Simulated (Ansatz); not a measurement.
A structure relaxed at B3LYP-D4/def2-SVPD in Ansatz, charge -1, singlet:

```xyz
7

Cu    0.803    0.938   -0.745
Cu    1.054   -1.133    0.543
Cu   -0.255    0.656    1.390
O    -1.382   -0.711   -1.014
O     1.705    0.678    0.929
O    -0.998   -1.003    0.363
O    -0.927    0.574   -1.467
```

**Question.** Give its formula.

**Answer.** Cu3O4⁻.

**Question.** Summarise the bond lengths by kind (pairs closer than 1.2 times the sum of covalent radii, bridged metal pairs left out).

**Answer.** 6 × Cu–O 1.91 to 2.09 Å; 2 × O–O 1.44 to 1.46 Å.

The structure holds 2 bond(s) between oxygen atoms. The relaxation made no stability test and no search for a lower SCF solution. No other spin state of charge -1 was run. Another isomer (singlet) lies 3.40 eV lower at r2SCAN-D4/def2-TZVPD; other spin states weren't run for this one.
